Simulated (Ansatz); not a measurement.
Al(Me)2(SH) (C₂H₇AlS), SMILES [CH3][Al]([CH3])[SH].

Geometry optimised at B3LYP-D3(BJ)/def2-SVP. The structure was generated by enumeration; whether it is a known compound was not checked. The values are those of a single conformer.

Two levels are set side by side: PBE/def2-SVPD (Ansatz, a first-principles code) and CAM-B3LYP/def2-SVPD (Ansatz). Energy differences of separate SCF runs at the same geometry; the states with an electron removed or added have multiplicity 2 and 2. Differences are taken from unrounded values.

| quantity | CAM-B3LYP |
|---|---|
| vertical ionisation energy (eV) | 9.82 |
| vertical singlet–triplet gap (eV) | 5.63 |

Task: What does PBE give, and how far is it from CAM-B3LYP? (The exact figures need the calculation; the answer reports its results.)

Result: 
| quantity | PBE | PBE minus CAM-B3LYP |
|---|---|---|
| vertical ionisation energy (eV) | 9.30 | -0.52 |
| vertical singlet–triplet gap (eV) | 4.97 | -0.66 |
